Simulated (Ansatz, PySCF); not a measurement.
Caution: the highest occupied level lies above zero, a sign of self-interaction error and of too few diffuse functions. This singlet lies 0.62 eV below the relaxed triplet at the level frozen-core CCSD(T)/aug-cc-pVTZ // B3LYP-D3(BJ)/def2-SVPD (Ansatz, an electronic-structure program).

B3LYP has the VWN-RPA correlation part, as in Gaussian. 

# H₂B₂F, SMILES `B[B-]F` (lower singlet; H–B–B–F torsion 62°) (charge -1, multiplicity 1)

Level of theory: B3LYP-D3(BJ)/def2-TZVPD // B3LYP-D3(BJ)/def2-SVPD run with PySCF.

The HOMO is 1.31 eV, the total energy is -150.8179 Ha and the cost is around 12 core-seconds (rough).

```xyz
5

B     -0.6318     0.0323     0.0100
B      0.8948    -0.0458    -0.0166
F      2.2372    -0.1140    -0.0406
H     -1.1940     1.1061     0.1650
H     -1.3062    -0.9787    -0.1177
```
Charge -1, spin multiplicity 1.
